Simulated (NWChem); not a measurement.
All runs are NWChem calculations. System: oxalic acid (C2H2O4), charge 0, spin multiplicity 1, at a geometry optimised with PBE/def2-SVP. Level: BLYP/def2-TZVP.

Input file:

```
start mol
memory heap 200 mb stack 900 mb global 1100 mb
geometry units angstroms nocenter noautoz
  O      1.031926    -1.432343    -0.011154
  C      0.764212    -0.113981     0.000797
  O      1.593097     0.769268     0.011662
  C     -0.764212     0.113981     0.000797
  O     -1.031926     1.432343    -0.011154
  O     -1.593097    -0.769268     0.011662
  H      2.011732    -1.503820    -0.008843
  H     -2.011732     1.503820    -0.008843
  symmetry group C2
end
basis spherical
  * library def2-tzvp
end
dft
  xc becke88 lyp
  semidirect memsize 60000000 filesize 0
  iterations 100
end
task dft energy
```

Output (cleaned and shortened):

```
             Northwest Computational Chemistry Package (NWChem) 7.3.0
             --------------------------------------------------------

                                NWChem Input Module
                                -------------------

 Scaling coordinates for geometry "geometry" by  1.889725989
 (inverse scale =  0.529177249)

 Turning off AUTOSYM since
 SYMMETRY directive was detected!

                             Geometry "geometry" -> ""
                             -------------------------

 Output coordinates in angstroms (scale by  1.889725989 to convert to a.u.)

  No.       Tag          Charge          X              Y              Z
 ---- ---------------- ---------- -------------- -------------- --------------
    1 O                    8.0000     1.03192600    -1.43234300    -0.01115400
    2 C                    6.0000     0.76421200    -0.11398100     0.00079700
    3 O                    8.0000     1.59309700     0.76926800     0.01166200
    4 C                    6.0000    -0.76421200     0.11398100     0.00079700
    5 O                    8.0000    -1.03192600     1.43234300    -0.01115400
    6 O                    8.0000    -1.59309700    -0.76926800     0.01166200
    7 H                    1.0000     2.01173200    -1.50382000    -0.00884300
    8 H                    1.0000    -2.01173200     1.50382000    -0.00884300

 Effective nuclear repulsion energy (a.u.)     230.2834593139

            Nuclear Dipole moment (a.u.)
            ----------------------------
        X                 Y               Z
 ---------------- ---------------- ----------------
     0.0000000000     0.0000000000     0.0000113384

      Symmetry information
      --------------------

 Group name             C2
 Group number              4
 Group order               2
 No. of unique centers     4

      Symmetry unique atoms

     1    2    3    7


 Summary of "ao basis" -> "" (spherical)
 ------------------------------------------------------------------------------
       Tag                 Description            Shells   Functions and Types
 ---------------- ------------------------------  ------  ---------------------
 *                         def2-tzvp                  on all atoms

                                 NWChem DFT Module
                                 -----------------

 Summary of "ao basis" -> "ao basis" (spherical)
 ------------------------------------------------------------------------------
       Tag                 Description            Shells   Functions and Types
 ---------------- ------------------------------  ------  ---------------------
 O                         def2-tzvp                11       31   5s3p2d1f
 C                         def2-tzvp                11       31   5s3p2d1f
 H                         def2-tzvp                 4        6   3s1p

 Summary of "ao basis" -> "ao basis" (spherical)
 ------------------------------------------------------------------------------
       Tag                 Description            Shells   Functions and Types
 ---------------- ------------------------------  ------  ---------------------
 O                         def2-tzvp                11       31   5s3p2d1f
 C                         def2-tzvp                11       31   5s3p2d1f
 H                         def2-tzvp                 4        6   3s1p

      Symmetry analysis of basis
      --------------------------

        a          99
        b          99

            General Information
[...]
 d= 0,ls=0.0,diis     5   -378.4395160525 -6.24D-02  2.01D-04  5.27D-03    18.5
  Resetting Diis
 d= 0,ls=0.0,diis     6   -378.4399153624 -3.99D-04  8.51D-05  3.51D-04    20.6
 d= 0,ls=0.0,diis     7   -378.4399453797 -3.00D-05  6.28D-05  4.35D-05    22.7
 d= 0,ls=0.0,diis     8   -378.4399424011  2.98D-06  3.57D-05  7.01D-05    24.8
 d= 0,ls=0.0,diis     9   -378.4399495433 -7.14D-06  6.05D-06  7.33D-06    26.9
 d= 0,ls=0.0,diis    10   -378.4399501752 -6.32D-07  1.29D-06  3.15D-07    29.1

         Total DFT energy =     -378.439950175186
      One electron energy =     -974.952140681946
           Coulomb energy =      412.113763935217
    Exchange-Corr. energy =      -45.885032742320
 Nuclear repulsion energy =      230.283459313864

 Numeric. integr. density =       46.000002115413

     Total iterative time =     27.6s

                  Occupations of the irreducible representations
                  ----------------------------------------------

                     irrep           alpha         beta
                     --------     --------     --------
                     a                12.0         12.0
                     b                11.0         11.0

                       DFT Final Molecular Orbital Analysis
                       ------------------------------------

 Vector   21  Occ=2.000000D+00  E=-3.015859D-01  Symmetry=a
              MO Center= -4.2D-13,  1.4D-13, -1.8D-03, r^2= 3.6D+00
   Bfn.  Coefficient  Atom+Function         Bfn.  Coefficient  Atom+Function
  ----- ------------  ---------------      ----- ------------  ---------------
     8      0.272664  1 O  pz               132      0.272664  5 O  pz
    70     -0.221693  3 O  pz               163     -0.221693  6 O  pz
    11      0.219919  1 O  pz               135      0.219919  5 O  pz
    73     -0.176826  3 O  pz               166     -0.176826  6 O  pz
    14      0.171842  1 O  pz               138      0.171842  5 O  pz

 Vector   22  Occ=2.000000D+00  E=-2.921180D-01  Symmetry=b
              MO Center= -5.3D-14, -1.2D-14,  7.5D-03, r^2= 3.5D+00
   Bfn.  Coefficient  Atom+Function         Bfn.  Coefficient  Atom+Function
  ----- ------------  ---------------      ----- ------------  ---------------
    69      0.251229  3 O  py               162      0.251229  6 O  py
    72      0.199069  3 O  py               165      0.199069  6 O  py
    68     -0.186626  3 O  px               161     -0.186626  6 O  px
    71     -0.147598  3 O  px               164     -0.147598  6 O  px
    75      0.135338  3 O  py               168      0.135338  6 O  py

 Vector   23  Occ=2.000000D+00  E=-2.409667D-01  Symmetry=a
              MO Center=  8.2D-14,  4.2D-14,  7.5D-03, r^2= 3.6D+00
   Bfn.  Coefficient  Atom+Function         Bfn.  Coefficient  Atom+Function
  ----- ------------  ---------------      ----- ------------  ---------------
    68      0.253132  3 O  px               161     -0.253132  6 O  px
    69     -0.199767  3 O  py                71      0.198895  3 O  px
   162      0.199767  6 O  py               164     -0.198895  6 O  px
    74      0.161062  3 O  px               167     -0.161062  6 O  px
    72     -0.157536  3 O  py               165      0.157536  6 O  py

 Vector   24  Occ=0.000000D+00  E=-1.133746D-01  Symmetry=a
              MO Center=  3.5D-15,  1.5D-14,  2.2D-03, r^2= 2.6D+00
   Bfn.  Coefficient  Atom+Function         Bfn.  Coefficient  Atom+Function
  ----- ------------  ---------------      ----- ------------  ---------------
    42      0.265510  2 C  pz               104      0.265510  4 C  pz
    39      0.251947  2 C  pz               101      0.251947  4 C  pz
    70     -0.238086  3 O  pz               163     -0.238086  6 O  pz
    76     -0.225183  3 O  pz               169     -0.225183  6 O  pz
    73     -0.189176  3 O  pz               166     -0.189176  6 O  pz

 Vector   25  Occ=0.000000D+00  E=-1.038140D-02  Symmetry=b
              MO Center=  2.2D-15, -2.4D-15, -7.1D-03, r^2= 9.8D+00
   Bfn.  Coefficient  Atom+Function         Bfn.  Coefficient  Atom+Function
  ----- ------------  ---------------      ----- ------------  ---------------
   189      1.084999  7 H  s                195     -1.084999  8 H  s
    36      0.807247  2 C  s                 98     -0.807247  4 C  s
     5     -0.622547  1 O  s                129      0.622547  5 O  s
    43     -0.433725  2 C  px               105     -0.433725  4 C  px
    12     -0.263576  1 O  px               136     -0.263576  5 O  px

 Vector   26  Occ=0.000000D+00  E=-3.628408D-03  Symmetry=a
              MO Center=  1.8D-16,  5.1D-15, -7.6D-03, r^2= 9.7D+00
   Bfn.  Coefficient  Atom+Function         Bfn.  Coefficient  Atom+Function
  ----- ------------  ---------------      ----- ------------  ---------------
   189      1.015185  7 H  s                195      1.015185  8 H  s
     5     -0.517285  1 O  s                129     -0.517285  5 O  s
    67     -0.478711  3 O  s                160     -0.478711  6 O  s
    44      0.307131  2 C  py               106     -0.307131  4 C  py
    36      0.283093  2 C  s                 98      0.283093  4 C  s

 center of mass
 --------------
 x =   0.00000000 y =  -0.00000000 z =   0.00036861

 moments of inertia (a.u.)
 ------------------
         319.395574064695          58.092595569094           0.000000000000
          58.092595569094         490.793897885033           0.000000000000
           0.000000000000           0.000000000000         810.128763587386

     Multipole analysis of the density
     ---------------------------------

     L   x y z        total         alpha         beta         nuclear
     -   - - -        -----         -----         ----         -------
     0   0 0 0     -0.000000    -23.000000    -23.000000     46.000000

     1   1 0 0      0.000000      0.000000      0.000000      0.000000
     1   0 1 0      0.000000      0.000000      0.000000      0.000000
     1   0 0 1     -0.011099     -0.005555     -0.005555      0.000011

     2   2 0 0    -21.948034   -140.867268   -140.867268    259.786502
     2   1 1 0     -7.918702     15.925564     15.925564    -39.769831
     2   1 0 1      0.000000      0.000000      0.000000      0.000000
     2   0 2 0    -26.432802    -97.088069    -97.088069    167.743335
     2   0 1 1      0.000000      0.000000      0.000000     -0.000000
     2   0 0 2    -23.939613    -11.977539    -11.977539      0.015465

 Task  times  cpu:       29.2s     wall:       29.2s

 Total times  cpu:       29.3s     wall:       29.3s
```
